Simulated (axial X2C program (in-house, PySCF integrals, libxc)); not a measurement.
**HfP⁻ along the bond: PBE0, 2c**

Calculated with an axial X2C code built on PySCF integrals. Two-component (2c) means X2C with spin–orbit coupling and atomic mean-field two-electron Coulomb and Gaunt terms. Basis: Hf dyall-acv3z [14s15p10d7f4g], P dyall-av3z [9s8p3d2f] (cores contracted in-house); Gaussian nuclei, density fitting, unrestricted open shells. Masses: Hf 179.947 u, P 30.974 u.

State: Ω = 0 (closed shell). Dipoles are positive if P is the positive end and refer to the centre of mass.

```tsv
R (Å)	μ (D)	HOMO (eV)	LUMO (eV)
1.924	-4.555	-0.15	1.84
2.013	-5.139	-0.22	1.83
2.079	-5.563	-0.27	1.82
2.146	-5.974	-0.31	1.81
2.212	-6.373	-0.34	1.80
2.289	-6.822	-0.37	1.79
2.367	-7.250	-0.39	1.77
2.466	-7.770	-0.38	1.75
2.588	-8.347	-0.33	1.70
2.765	-9.054	-0.20	1.61
```

Q: The minimum lies at 2.210 Å. What is the dipole moment there?

A: At PBE0, 2c, with the sign and origin stated: μ = -6.36 D.

The state is a single determinant with fixed occupations, the lowest that a limited PBE0 search found. Closed shells are restricted here (equal orbitals for both partners); the stretched side of such a curve lies too high. The LUMO of an anion is an unbound level whose energy the basis sets.
